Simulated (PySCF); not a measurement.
C₅H₆O₂, SMILES C[C@H]1OC=CC1=O. Atoms are numbered in the order given.

```xyz
13

C     -1.8366    -0.5956    -0.5460
C     -0.6762    -0.3504     0.3967
O      0.2975    -1.4170     0.3094
C      1.4806    -0.8626     0.0096
C      1.4863     0.4841    -0.1383
C      0.1122     0.9371     0.0755
O     -0.3781     2.0447     0.0146
H     -2.5112     0.2723    -0.4971
H     -2.3916    -1.5041    -0.2711
H     -1.4759    -0.6966    -1.5809
H     -1.0158    -0.3108     1.4455
H      2.3059    -1.5721    -0.0830
H      2.3359     1.1135    -0.3907
```

The structure is a stationary point at B3LYP-D3(BJ)/def2-SVP. The structure was generated by enumeration; whether it is a known compound was not checked. One conformer was computed; it need not be the lowest.

The numbers are results of TDA-PBE/def2-SVPD run with PySCF, not measurements.

Vertical excitations. 

```tsv
state	energy (eV)	λ (nm)	f	main pairs
S1	3.50	355	0.000	HOMO→LUMO 100 %
S2	5.32	233	0.180	HOMO−1→LUMO 81 %
S3	5.73	216	0.012	HOMO→LUMO+1 95 %
S4	6.03	205	0.005	HOMO→LUMO+2 98 %
S5	6.33	196	0.009	HOMO→LUMO+3 80 %, HOMO−1→LUMO+1 14 %
S6	6.36	195	0.017	HOMO−1→LUMO+1 51 %, HOMO−1→LUMO+2 26 %, HOMO→LUMO+3 19 %
S7	6.61	187	0.004	HOMO→LUMO+4 99 %
S8	6.82	182	0.018	HOMO−1→LUMO+3 63 %, HOMO−1→LUMO+2 14 %
S9	6.84	181	0.003	HOMO→LUMO+5 84 %
S10	6.90	180	0.037	HOMO−2→LUMO 46 %, HOMO−4→LUMO 20 %, HOMO−1→LUMO+3 19 %
T1	3.12	398	0	HOMO→LUMO 100 %
T2	3.41	364	0	HOMO−1→LUMO 99 %
T3	5.58	222	0	HOMO→LUMO+1 96 %
T4	5.74	216	0	HOMO−1→LUMO+1 55 %, HOMO−1→LUMO+2 26 %, HOMO−2→LUMO 9 %
```
Triplets are in the Tamm–Dancoff approximation.
